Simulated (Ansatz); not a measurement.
```yaml
crystal:
  periodic: [false, false, false]
  atoms:
    - {symbol: Cu, position_ang: [-0.002425, 0.001084, 0.000018]}
    - {symbol: O, position_ang: [0.062321, 0.119712, 1.901573]}
    - {symbol: H, position_ang: [-0.533734, 0.663489, 2.427340]}
    - {symbol: H, position_ang: [0.850528, -0.057904, 2.425597]}
    - {symbol: O, position_ang: [-0.071922, -0.115365, -1.901502]}
    - {symbol: H, position_ang: [-0.880215, -0.023836, -2.416992]}
    - {symbol: H, position_ang: [0.575437, -0.587179, -2.436045]}
basis:
  gaussian: {orbitals: def2-mTZVP, nuclear_model: gaussian}
total_charge: 1
hamiltonian: {xc: {name: HF}}
correlation: {method: ccsd}
```

```sh
$ ansatz run in.yaml --threads 4 --pin off --events-out ev --progress --plain --max-ram 3916MiB
```

Output, abridged:

```
Functional definition: HF
935 factors; integrals over basis functions are off by at most 1.0e-3 eV
mean field evaluation 1: about -48716.7951 eV, gradient 1.3e2 eV
mean field evaluation 2: about -48716.8897 eV, gradient 1.3e2 eV
mean field evaluation 4: about -48731.5686 eV, gradient 2.0e1 eV
mean field evaluation 8: about -48732.1010 eV, gradient 7.8e-1 eV
mean field evaluation 16: about -48716.7967 eV, gradient 1.3e2 eV
mean field -48732.10433241 eV, -1790.8718024093 hartree, gradient 2.7e-6 eV, S^2 0.000000; 0 other end points of the search recorded, 0 dependent functions left out
7 core orbitals not correlated: weight in the atoms' cores, before any rotation towards them, 1.000 or more for the frozen orbitals, at most 0.000 for the correlated occupied ones
reference -48732.10433241 eV, -1790.8718024093 hartree; 17, 17 occupied and 69, 69 virtual orbitals, 935 factors
second order -25.65813050 eV of doubles, -0.00000000 eV of singles
cycle   1  -21.44054493 eV  change     4.2e0 eV  update   2.2e-1
cycle   2  -23.01475135 eV  change    -1.6e0 eV  update   1.4e-1
cycle   3  -23.30470255 eV  change   -2.9e-1 eV  update   4.2e-2
cycle   4  -23.30085582 eV  change    3.8e-3 eV  update   2.4e-2
cycle   5  -23.26364380 eV  change    3.7e-2 eV  update   1.3e-2
cycle   6  -23.27520656 eV  change   -1.2e-2 eV  update   5.9e-3
cycle   7  -23.27593368 eV  change   -7.3e-4 eV  update   2.3e-3
cycle   8  -23.27179285 eV  change    4.1e-3 eV  update   6.6e-4
cycle   9  -23.27195499 eV  change   -1.6e-4 eV  update   3.5e-4
cycle  10  -23.27267440 eV  change   -7.2e-4 eV  update   1.3e-4
cycle  11  -23.27273929 eV  change   -6.5e-5 eV  update   5.5e-5
cycle  12  -23.27263931 eV  change    1.0e-4 eV  update   2.7e-5
cycle  13  -23.27267328 eV  change   -3.4e-5 eV  update   1.8e-5
Total energy: -48755.37700569 eV, -1791.7270573777 hartree
```

Hardware: 4 threads of Arm Neoverse V1 on a shared host. Wall time 3 s.

Correlated methods freeze 7 core orbitals.
